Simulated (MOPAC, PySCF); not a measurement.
[Hf(Cl)(H)3], neutral singlet in the gas phase. 

Z-matrix (Å, degrees):
```
Hf
H 1 1.8425
H 1 1.8425 2 108.99
H 1 1.8425 2 109.00 3 118.85
Cl 1 2.3335 2 109.94 3 -120.57
```
Charge 0, spin multiplicity 1.

All levels are single points at this geometry (r2SCAN-D4/def2-SVP); Pople sets use spherical d functions. Orbital energies aren't observables, and empty levels follow the basis.

TPSSh-D3(BJ)/def2-TZVP in PySCF gives HOMO (eV) = -8.04.

Problem. Estimate the HOMO (eV) from each of these levels: PBE-D3(BJ)/def2-TZVP in PySCF; B3LYP/6-311+G** (LANL2DZ on Hf) in PySCF; B3LYP/6-31G* (LANL2DZ on Hf) in PySCF; PBE/6-31G* (LANL2DZ on Hf) in PySCF; SVWN5/6-31G* (LANL2DZ on Hf) in PySCF; HF/6-31G* (LANL2DZ on Hf) in PySCF; PM6 in MOPAC; PM7 in MOPAC.

Solution. 
```json
[
 {"level": "PBE-D3(BJ)/def2-TZVP in PySCF", "HOMO (eV)": "-7.26"},
 {"level": "B3LYP/6-311+G** (LANL2DZ on Hf) in PySCF", "HOMO (eV)": "-8.68"},
 {"level": "B3LYP/6-31G* (LANL2DZ on Hf) in PySCF", "HOMO (eV)": "-8.77"},
 {"level": "PBE/6-31G* (LANL2DZ on Hf) in PySCF", "HOMO (eV)": "-7.62"},
 {"level": "SVWN5/6-31G* (LANL2DZ on Hf) in PySCF", "HOMO (eV)": "-7.62"},
 {"level": "HF/6-31G* (LANL2DZ on Hf) in PySCF", "HOMO (eV)": "-12.33"},
 {"level": "PM6 in MOPAC", "HOMO (eV)": "-12.10"},
 {"level": "PM7 in MOPAC", "HOMO (eV)": "-11.53"}
]
```
